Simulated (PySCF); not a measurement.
AlCl, SMILES [Al][Cl] (connectivity only; charge and spin as stated), neutral, multiplicity 1. Geometry optimised at PBE0-D3(BJ)/def2-TZVPD.

PySCF with TDA-CAM-B3LYP/def2-TZVPD puts the lowest singlet excitations at 4.92, 4.92, 6.44, 6.50, 6.50, 6.56 eV and the lowest triplet (TDA) at 2.93 eV.

What are the lowest singlet roots from EOM-CCSD/aug-cc-pVDZ (PySCF 2.14.0)? (Estimate from the structure and the level; the computed values follow.)

4.81, 4.81, 6.51, 6.80, 6.80, 6.83 eV; triplets 2.95, 2.95, 5.43 eV. S1 differs by -0.11 eV (second minus first; roots are paired by order, and the bases may differ).
